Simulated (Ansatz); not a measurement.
`O[Si@@H](F)N[Si@@H](O)F` + `O[SiH2][AlH2]` → `O[SiH](F)[AlH2]` + `O[SiH2]N[SiH](O)F`  (redistribution)

Gas-phase electronic energies from Ansatz, PBE0-D4/def2-TZVP geometries. CCSD(T)/CBS adds triple-zeta CCSD(T) − MP2 to the extrapolated MP2 energy (def2 sets, frozen cores). Functionals use def2-TZVPP. B3LYP here is the variant with VWN-RPA as its local correlation; programs differ in this. Each species was taken in one conformer, which may not be the lowest.

```
             level  ΔE (kcal/mol)  difference from CCSD(T)/CBS
            PBE-D4            4.1                         -0.1
         r2SCAN-D4            5.3                          1.1
           PBE0-D4            4.6                          0.4
          B3LYP-D4            4.0                         -0.2
           ωB97X-V            4.1                         -0.1
           ωB97M-V            4.4                          0.2
            B2PLYP            3.8                         -0.4
               PBE            3.7                         -0.5
            r2SCAN            5.2                          1.0
              PBE0            4.3                          0.1
             B3LYP            3.5                         -0.7
     HF/def2-TZVPP            4.0                         -0.2
    MP2/def2-TZVPP            4.1                         -0.1
SCS-MP2/def2-TZVPP            3.7                         -0.5
   CCSD/def2-TZVPP            4.5                          0.3
CCSD(T)/def2-TZVPP            4.5                          0.3
     HF/def2-QZVPP            3.9                         -0.3
    MP2/def2-QZVPP            3.8                         -0.4
SCS-MP2/def2-QZVPP            3.5                         -0.7
      HF/CBS(def2)            3.9                         -0.3
     MP2/CBS(def2)            3.7                         -0.5
    CCSD/CBS(def2)            4.2                          0.0
       CCSD(T)/CBS            4.2                            0
```

Largest T1 diagnostic among the species: 0.012.
